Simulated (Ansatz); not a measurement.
CH₆BeOSi (SMILES [CH3][Be][O][SiH3]), singlet, geometry from GFN2-xTB (such geometries of metal compounds can be far from the true shape), atoms displaced at random by about 0.03 Å a coordinate; B3LYP/6-31G, gradient run with Ansatz (a first-principles code).

Ansatz was given this input:
Ansatz 0.2 input:
```yaml
crystal:
  periodic: [false, false, false]
  atoms:
    - {symbol: Be, position_ang: [-0.66863046, 0.48528966, 0.93164858]}
    - {symbol: C, position_ang: [-1.68971895, 1.23076591, 2.10153800]}
    - {symbol: H, position_ang: [-1.98538012, 0.57207511, 2.86660666]}
    - {symbol: H, position_ang: [-2.61229624, 1.71047757, 1.73323229]}
    - {symbol: H, position_ang: [-1.21326982, 2.09834956, 2.58774251]}
    - {symbol: O, position_ang: [0.11573144, -0.10022950, -0.13259796]}
    - {symbol: Si, position_ang: [1.03916295, -0.75915679, -1.19624385]}
    - {symbol: H, position_ang: [0.15968754, -1.55874896, -2.11948133]}
    - {symbol: H, position_ang: [1.90761761, -1.61995226, -0.58004708]}
    - {symbol: H, position_ang: [1.65224793, 0.36074364, -1.96561319]}
basis:
  gaussian:
    orbitals: 6-31G
hamiltonian:
  xc: b3lyp
output: {forces: true}
```

Q: Predict the main parts of the log of this Ansatz run.

A: 
```
Functional definition: B3LYP
659 factors; integrals over basis functions are off by at most 1.9e-4 eV
mean field evaluation 1: about -11451.2181 eV, gradient 7.1e1 eV
mean field evaluation 2: about -11429.9521 eV, gradient 1.2e2 eV
mean field evaluation 4: about -11461.0794 eV, gradient 5.8e0 eV
mean field evaluation 8: about -11461.3280 eV, gradient 1.6e-1 eV
mean field -11461.32814517 eV, -421.1960405676 hartree, gradient 6.5e-5 eV, S^2 0.000000; 0 other end points of the search recorded, 0 dependent functions left out
the calculation of the forces begins
reference -11461.32839428 eV, -421.1960497224 hartree; 19, 19 occupied and 33, 33 virtual orbitals, 659 factors
Total energy: -11461.32839428 eV, -421.1960497224 hartree
Atom 0 at    -0.668630     0.485290     0.931649 Å, force    -0.271810     0.147879    -0.403565 eV/Å
Atom 1 at    -1.689719     1.230766     2.101538 Å, force     0.580441     1.411019    -1.242687 eV/Å
Atom 2 at    -1.985380     0.572075     2.866607 Å, force    -0.407047    -1.166456     1.270495 eV/Å
Atom 3 at    -2.612296     1.710478     1.733232 Å, force     0.003042    -0.451168    -0.475808 eV/Å
Atom 4 at    -1.213270     2.098350     2.587743 Å, force     0.439481    -0.230909     0.089270 eV/Å
Atom 5 at     0.115731    -0.100229    -0.132598 Å, force    -4.125149     3.005266     5.398411 eV/Å
Atom 6 at     1.039163    -0.759157    -1.196244 Å, force     0.836881    -0.668130    -5.209098 eV/Å
Atom 7 at     0.159688    -1.558749    -2.119481 Å, force     0.181441    -0.124578    -0.260140 eV/Å
Atom 8 at     1.907618    -1.619952    -0.580047 Å, force     2.268883    -1.852136     1.129097 eV/Å
Atom 9 at     1.652248     0.360744    -1.965613 Å, force     0.493836    -0.070787    -0.295976 eV/Å
Dipole moment:     0.110060    -0.034216     0.083798 e Å
```
